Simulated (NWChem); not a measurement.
Species: TiNH₂Cl₂ cation; SMILES [Cl][Ti+]([NH2])[Cl]

```xyz
6

Ti     0.2857    -0.3013     0.0000
Cl    -0.7480     0.0901     1.8051
Cl    -0.7480     0.0901    -1.8051
N      1.8525     0.5547     0.0000
H      2.3230     0.9016    -0.8441
H      2.3230     0.9016     0.8441
```
Atoms are numbered in this order, from 1.

Geometry: optimised at PBE0/def2-SVP. This spin state was assumed; another may lie lower.

Give the principal values of the shielding tensors (ppm) of Ti1, Cl2, N4 from PBE0/pcSseg-1, GIAO (NWChem), with their diamagnetic and paramagnetic parts as GIAO splits them.


| atom | σ11 | σ22 | σ33 | isotropic | diamagnetic | paramagnetic |
|---|---|---|---|---|---|---|
| Ti1 | -1385.2 | -921.3 | -820.3 | -1042.3 | 1606.8 | -2649.1 |
| Cl2 | -1333.9 | -539.3 | 835.8 | -345.8 | 1147.3 | -1493.1 |
| N4 | -768.1 | 110.9 | 181.8 | -158.5 | 326.1 | -484.5 |
